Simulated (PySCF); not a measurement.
# One molecule, several mistakes: F2H3Si2

These are calculations, not measurements. They come from PySCF 2.14.0, an open-source quantum chemistry program, on an isolated molecule that a program drew, which may never have been made. The molecule is F2H3Si2 (charge 0, doublet), drawn as the SMILES string `F[SiH][SiH2]F`.

Each row is a Hartree-Fock (HF) and frozen-core CCSD(T) single point in the cc-pV(D+d)Z basis, meant for a local HF minimum. Run 1 is clean. Each other run has one planted mistake out of seven kinds, and not every kind appears here: one electron removed, one electron added, multiplicity raised by two, geometry at a saddle point, minimal basis STO-3G, one bond length entered in bohr, all coordinates scaled. The reference is restricted for singlets and unrestricted otherwise, and also for a bond in bohr. Adding or removing an electron swaps singlet and doublet. Electrons count all cores. HOMO and LUMO are orbital energies over both spins, the gradient is its largest component, and the lowest frequency (negative if imaginary) is given only where the gradient is small. Bond lengths are over the 6 bonds as drawn. T1 is the CCSD diagnostic: over 0.02 (restricted) or 0.045 (unrestricted) a single reference is doubtful.

Geometry of the clean run:
```xyz
7
F2H3Si2, angstrom
F    -0.4206   -3.4032    3.0320
Si   -0.2930   -3.1537    1.4285
Si   -1.5027   -1.1974    0.8929
F    -1.4220   -1.0460   -0.7199
H     1.1509   -3.0738    1.1113
H    -2.9201   -1.3374    1.2713
H    -0.9401    0.0314    1.4848
```

| run | electrons | basis functions | <S^2> | HOMO (eV) | LUMO (eV) | gradient (hartree/bohr) | lowest frequency (cm^-1) | mean bond (Å) | longest bond (Å) | T1 | HF (hartree) | CCSD(T) (hartree) | mistake |
|---|---|---|---|---|---|---|---|---|---|---|---|---|---|
| 1 | 49 | 89 | 0.757 | -9.36 | 0.84 | 2.4e-05 | 49 | 1.6735 | 2.362 | 0.0148 | -778.57178 | -779.16484 | no fault |
| 2 | 49 | 89 | 3.757 | -5.63 | -2.62 | 3.6e-02 | - | 1.6735 | 2.362 | 0.0250 | -778.36416 | -778.96062 | multiplicity raised by two |
| 3 | 50 | 89 | 0.000 | -0.92 | 7.67 | 5.3e-02 | - | 1.6735 | 2.362 | 0.0134 | -778.57031 | -779.19057 | one electron added |
| 4 | 49 | 89 | 0.758 | -8.87 | 1.39 | 1.5e-01 | - | 1.5162 | 2.140 | 0.0130 | -778.49256 | -779.07690 | all coordinates scaled |
| 5 | 49 | 89 | 1.061 | -9.25 | 0.39 | 2.4e-02 | - | 2.0237 | 4.463 | 0.0530 | -778.49971 | -779.09358 | ? |
| 6 | 48 | 89 | 0.000 | -18.17 | -7.55 | 5.9e-02 | - | 1.6735 | 2.362 | 0.0185 | -778.26007 | -778.85697 | ? |

**Which mistake was planted in run 5, and what did it cost?**

The mean bond changes by a factor of 1.209 and the longest by 1.890, so the molecule wasn't scaled as a whole. A length L in bohr read as angstrom grows by (1/0.5292 - 1) L = 0.890 L. The 6 bonds together grew by 6 x 0.3502 = 2.101 Å, which gives L = 2.362 Å. That is bond Si2-Si3, 2.362 Å in the clean geometry. So the mistake is: one bond length entered in bohr. Subtracting run 1 and multiplying by 627.51 kcal/mol a hartree, the energy moved by 45.2 kcal/mol in HF and 44.7 kcal/mol in CCSD(T).

**Which mistake was planted in run 6, and what did it cost?**

It counts 48 electrons, one fewer than the clean run, at the same geometry and basis. So the mistake is: one electron removed. Subtracting run 1 and multiplying by 627.51 kcal/mol a hartree, the energy moved by 195.6 kcal/mol in HF and 193.2 kcal/mol in CCSD(T).

Cautions from the logs. Run 5: T1 is over the limit, so its CCSD(T) energy is less reliable.
